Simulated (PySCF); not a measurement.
Screening by computed properties: pick the candidate that meets the target.

Species are written as SMILES; each is one conformer at its optimised geometry, gas phase, non-relativistic unless stated. Electronic properties by PySCF.

The conformers computed, where there is a choice (atom-mapped SMILES and torsion angles):
- `[H]/[N:1]=[C:2]\[CH:3]([F:4])[F:5]`: N1–C2–C3–F4 20°
- `[CH3:1][SiH2:2][N+:3]([SiH3:4])[CH:5]1[CH2:6][CH2:7]1`: C1–Si2–N3–Si4 -90°, Si2–N3–C5–C6 -136°
- `[CH2:1][S:2](=[O:3])(=[O:4])[CH2:5][S:6][CH2:7][F:8]`: C1–S2–C5–S6 -176°, S2–C5–S6–C7 -80°, C5–S6–C7–F8 -66°
- `[CH3:1][S:2](=[O:3])(=[O:4])[CH2:5][S:6][CH:7][F:8]`: C1–S2–C5–S6 -53°, S2–C5–S6–C7 -165°, C5–S6–C7–F8 -42°
- `[CH2:1]=[C:2]/[C:3](=[CH:4]\[C:5]#[N:6])[O:7]/[CH:8]=[CH:9]/[F:10]`: C2–C3–O7–C8 1°, C3–O7–C8–C9 -179°

Question: Wanted: isotropic g value below 2.0035 (unrestricted B3LYP/pcH-1, mean-field spin–orbit) and smallest rotational constant below 0.6 GHz (GFN2-xTB), at GFN2-xTB geometries. Which candidate meets both?
A. `[H]/N=[C]\C(F)F` [radical]
B. `S([CH2])(=O)(=O)CSCF` [radical]
C. `C=[C]/C(=C\C#N)O/C=C/F` [radical]
D. `C[SiH2][N+]([SiH3])C1CC1` [radical]
E. `CS(=O)(=O)CS[CH]F` [radical]

Answer: C. Computed values:
| species | isotropic g value | smallest rotational constant |
| --- | --- | --- |
| [H]/N=[C]\C(F)F [radical] | 2.00168 | 3.050 GHz |
| C=[C]/C(=C\C#N)O/C=C/F [radical] | 2.00257 | 0.494 GHz |
| S([CH2])(=O)(=O)CSCF [radical] | 2.00273 | 0.868 GHz |
| C[SiH2][N+]([SiH3])C1CC1 [radical] | 2.00417 | 0.996 GHz |
| CS(=O)(=O)CS[CH]F [radical] | 2.00466 | 0.726 GHz |
